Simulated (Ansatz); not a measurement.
Basis-set extrapolation for `C[CH2][Al]([NH2])[OH]` (PBE0-D4/def2-TZVP geometry, frozen core, Ansatz). Multiplicity 1, RHF reference.

|  | def2-TZVPP | def2-QZVPP |
| --- | --- | --- |
| HF | -451.829071 | -451.847101 |
| MP2 correlation | -0.891846 | -0.955772 |
| CCSD(T) correlation | -0.964568 | not run |

Energies in hartree. Use E(X) = E(∞) + A·exp(−7.88·√X) for Hartree–Fock and E(X) = E(∞) + B·X^(−2.97) for correlation, with X = 3 and 4, and add CCSD(T) minus MP2 of the smaller set to the MP2 limit.

Question: What is the CCSD(T) energy at the basis-set limit?

Answer: HF limit: -451.847101 + (-0.018030) × 0.13774 = -451.84958. MP2 limit: -0.955772 + (-0.063926) × 0.74074 = -1.00312. Higher-order term: -0.964568 − (-0.891846) = -0.07272. Total: -452.92542 hartree, 82.7 kcal/mol below CCSD(T)/def2-TZVPP.
